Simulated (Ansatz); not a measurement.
C2H10N2Si can be A, `CN[SiH2]CN`, or B, `CN[SiH2]NC`.

Program: Ansatz. Geometries: PBE0-D4/def2-TZVP. ΔE: electronic, gas phase. CCSD(T)/CBS is the MP2 limit (def2-TZVPP, def2-QZVPP) plus CCSD(T) − MP2 in def2-TZVPP, frozen cores. DFT in def2-TZVPP. B3LYP here is the variant with VWN-RPA as its local correlation; programs differ in this. Each species was taken in one conformer, which may not be the lowest.

A:

Z-matrix (Å, degrees):
```
C
N 1 1.448
H 1 1.092 2 109.6
H 1 1.097 2 113.0 3 119.8
H 1 1.095 2 111.5 3 -118.4
Si 2 1.720 1 124.2 3 -24.6
H 2 1.006 1 113.8 3 178.5
C 6 1.883 2 111.4 1 86.2
H 6 1.492 2 110.4 1 -33.7
H 6 1.491 2 107.3 1 -153.5
N 8 1.462 6 108.0 2 -43.5
H 8 1.096 6 107.6 2 -161.2
H 8 1.101 6 110.7 2 82.6
H 11 1.012 8 111.5 6 -177.8
H 11 1.013 8 109.7 6 63.7
```

B:

```xyz
15

C     1.8611    1.2304   -0.9453
N     0.4845    0.8524   -0.7264
Si   -0.2642    0.6349    0.7966
N    -1.4717   -0.5668    0.6615
C    -1.2496   -1.9268    0.2249
H     2.2961    0.6843   -1.7890
H     2.4498    0.9809   -0.0595
H     1.9941    2.3033   -1.1338
H    -0.1095    0.9874   -1.5295
H     0.8886    0.3308    1.6981
H    -1.0070    1.7988    1.3675
H    -2.3330   -0.4254    1.1632
H    -0.3452   -1.9652   -0.3862
H    -2.0747   -2.2873   -0.3978
H    -1.1193   -2.6318    1.0559
```

**Question.** Which is lower in electronic energy at CCSD(T)/CBS, and by how much? (An estimate is asked.)

**Answer.** Ansatz gave: B, by 74.3 kJ/mol.

**Question.** Give E(B) − E(A) in kJ/mol with CCSD(T)/def2-TZVPP, r2SCAN-D4, PBE-D4, B2PLYP, B3LYP-D4, B3LYP, CCSD/def2-TZVPP. (Best estimate.)

**Answer.** Ansatz gave: CCSD(T)/def2-TZVPP -74.1, r2SCAN-D4 -74.5, PBE-D4 -68.3, B2PLYP -77.6, B3LYP-D4 -75.6, B3LYP -77.5, CCSD/def2-TZVPP -75.5. None reverses the order clearly.

Largest T1 diagnostic: 0.010.

In def2-TZVPP, CCSD(T) changes the Hartree–Fock value by +10.7 kJ/mol (the triples alone add +1.4 kJ/mol) and MP2 by +8.4 kJ/mol.
